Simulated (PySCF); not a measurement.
# What builds the first ionisation energy along group 12

Calculated with PySCF 2.14 from differences of total energies of unrestricted determinants, without spin-orbit coupling. Each column adds one step, in eV (sums use unrounded values): valence MP2, valence CCSD, valence triples, then the next inner shell at CCSD(T) (Zn 3s 3p, Cd 4s 4p, Hg 5s 5p). References (NIST) marked * lie between the lowest fine-structure levels; the others compare directly ((s) semi-empirical, (t) theoretical).

```
                                                                                                                      element    UHF  + MP2  + CCSD  + (T)  + inner shell     sum  reference
          Zn [Ar] 3d10 4s2 → [Ar] 3d10 4s1 (x2c-TZVPPall with one added diffuse shell each of s, p, d, f type, spin-free X2C)  7.789  1.387   0.021  0.132          0.015   9.343      9.394
          Cd [Kr] 4d10 5s2 → [Kr] 4d10 5s1 (x2c-TZVPPall with one added diffuse shell each of s, p, d, f type, spin-free X2C)  7.332  1.508  -0.136  0.121          0.059   8.882      8.994
Hg [Xe] 4f14 5d10 6s2 → [Xe] 4f14 5d10 6s1 (x2c-TZVPPall with one added diffuse shell each of s, p, d, f type, spin-free X2C)  8.517  1.849  -0.266  0.129          0.071  10.300     10.438
```

What remains against the references is mostly basis incompleteness.

These are valence bases, so the inner-shell step is incomplete.
